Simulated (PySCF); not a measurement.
# Ionisation energy along the 5-electron series

Calculated with PySCF 2.14 and a two-component X2C-1e Hamiltonian (Gaussian nucleus, no Breit or QED terms), each ion in its own even-tempered basis scaled to its charge; GMP2 freezes nothing and drops the highest virtual spinors. Values in eV. NIST values: (m) measured, (s) semi-empirical, (t) theoretical.

| ion | configuration | GHF (spin-free) | GMP2 (spin-free) | GHF (screened spin-orbit) | GMP2 (screened spin-orbit) | NIST |
| --- | --- | --- | --- | --- | --- | --- |
| In⁴⁴⁺ | [He] 2s2 2p1 | 7290.0 | 7289.2 | 7454.5 | 7452.9 | 7442 ± 6 (s) |
| Sb⁴⁶⁺ | [He] 2s2 2p1 | 7950.6 | 7949.9 | 8146.9 | 8145.2 | 8140 ± 4 (t) |

(1) Fill in the row of Sn⁴⁵⁺.

## Answers

(1) configuration: [He] 2s2 2p1; GHF (spin-free): 7616.6; GMP2 (spin-free): 7615.8; GHF (screened spin-orbit): 7796.4; GMP2 (screened spin-orbit): 7794.8; NIST: 7790 ± 4 (t).
